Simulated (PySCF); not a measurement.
Spin states and ions at one geometry of [Lu(N2)]3+

PySCF 2.14.0, RKS r2SCAN, Lu def2-SVP with ECP28, N def2-SVP; non-relativistic Hamiltonian with scalar-relativistic core potentials where named; density fitting; no spin-orbit coupling; singlets restricted, open shells unrestricted. The geometry is relaxed for charge +3, singlet, vacuum:

```xyz
3

Lu    0.0000    0.0000   -0.3223
N     0.0000    0.0000    1.9244
N     0.0000    0.0000    3.0396
```

Energies count from the relaxed state; an electron taken off or put on is at rest in vacuum. Charges and spins are Mulliken's.

```json
{"state": "charge +3, singlet, vacuum", "energy (eV)": "0.00", "spin squared": "0.00", "charge on Lu1 (e)": "2.70", "spin on Lu1 (e)": "0.00", "dipole about the centre of mass (D)": "0.07"}
{"state": "charge +3, triplet, vacuum", "energy (eV)": "5.38", "spin squared": "2.05", "charge on Lu1 (e)": "2.41", "spin on Lu1 (e)": "0.45", "dipole about the centre of mass (D)": "5.00"}
{"state": "charge +4, doublet, vacuum", "energy (eV)": "31.91", "spin squared": "0.83", "charge on Lu1 (e)": "2.90", "spin on Lu1 (e)": "0.01", "dipole about the centre of mass (D)": "11.00"}
```

Task: What does the state charge +2, doublet, vacuum give?

Result: energy (eV) -18.99, spin squared 0.76, charge on Lu1 (e) 1.89, spin on Lu1 (e) 0.87, dipole about the centre of mass (D) 1.97.

With an electron taken off (doublet) the charges change, summed by element, by Lu +0.20 e, N +0.80 e. The vertical ionisation energy is 31.91 eV, against −ε(HOMO) = 27.54 eV of the relaxed state. The level lies 4.4 eV too high, as is usual for semilocal functionals and global hybrids, which keep a self-interaction error.

With an electron put on (doublet) the charges change, summed by element, by Lu -0.81 e, N -0.19 e. The vertical electron affinity is 18.99 eV, against −ε(LUMO) = 22.48 eV of the relaxed state.

Open shells may have lower solutions than those found.

No frequency check is given that shows the relaxed geometry to be a minimum.
